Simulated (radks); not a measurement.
All-electron calculation, non-relativistic Kohn-Sham, LDA (Slater exchange, Perdew-Wang correlation), spin-polarised, spherical densities, point nucleus; open shells are filled with parallel spins first (spin-orbit coupling, left out, can overturn this in heavy ions). Program: a radial shooting solver on a logarithmic mesh with Libxc functionals. Response by self-consistent Sternheimer equations with the Hartree and adiabatic LDA kernel. For heavy and open-shell atoms this level of theory can miss by tens of per cent. Rank K+, Zr, Ni, B, Mg, Al, In (NIST ground configurations) by static dipole polarisability, largest first.

Answer. Zr 119.6, In 73.98, Mg 71.39, Al 65.71, Ni 46.26, B 23.96, K+ 5.744 bohr^3.
